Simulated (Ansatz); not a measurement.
Geometry optimisation, Ansatz, UKS PBE0/def2-SVP.

input.yaml

```yaml
crystal:
  periodic: [false, false, false]
  atoms:
    - { symbol: Si, position_ang: [0.0, 0.0, 0.0] }
    - { symbol: H, position_ang: [0.0, 0.0, 1.71] }
    - { symbol: "N", position_ang: [1.7163, 0.0, -0.6061] }
    - { symbol: H, position_ang: [2.2145, -0.918, -0.7868] }
    - { symbol: H, position_ang: [2.2175, 0.918, -0.7783] }
    - { symbol: H, position_ang: [-0.6877, 1.1914, -0.4862] }
    - { symbol: F, position_ang: [-0.7489, -1.2974, -0.5295] }
    - { symbol: O, position_ang: [0.0, 0.0, 3.02] }
    - { symbol: H, position_ang: [-0.5144, -0.8011, 3.3571] }
magnetization:
  spin_polarized: true
  initial_magnetization: 1
basis:
  gaussian: { orbitals: def2-SVP }
hamiltonian:
  xc: pbe0
relax:
  f_tol: 0.15
  max_steps: 25
  restrain:
    - { distance: [1, 7], at: 1.01, k: 30.0 }
    - { distance: [0, 1], at: 2.66, k: 30.0 }
```

Command:

```bash
$ ansatz run input.yaml --threads 2 --pin off --max-ram 3072MiB --backend cpu --events-out ev --progress --plain --runs-dir out
```

Problem. Where does it end, and by what steps?

Solution. The run converged. The restraints hold the end off the free minimum. After 7 steps the energy has fallen by 1.278 eV (the restraints' own energy left out); H2 moved furthest, 0.70 Å. Joined: H2–O8 (1.31 → 0.99 Å).

```csv
step,energy less start (eV),largest force component (eV/Å),accepted
0,0.0000,3.373,yes
1,-0.5461,3.088,yes
2,-0.6677,3.752,yes
3,-0.9286,2.554,yes
4,-1.2474,0.710,yes
5,-1.1839,2.409,no
6,-1.2673,0.774,yes
7,-1.2781,0.781,yes
```

```xyz
9
Properties=species:S:1:pos:R:3
Si 0.044 -0.006 -0.256
H -0.098 0.100 2.397
N 1.654 -0.033 -0.849
H 2.280 -0.811 -0.658
H 2.162 0.840 -0.960
H -0.599 1.249 -0.768
F -0.758 -1.298 -0.851
O 0.032 -0.084 3.356
H -0.520 -0.864 3.489
```

The run took 23 s on 2 threads of Arm Neoverse V2 (shared host), peak memory 0.21 GiB.
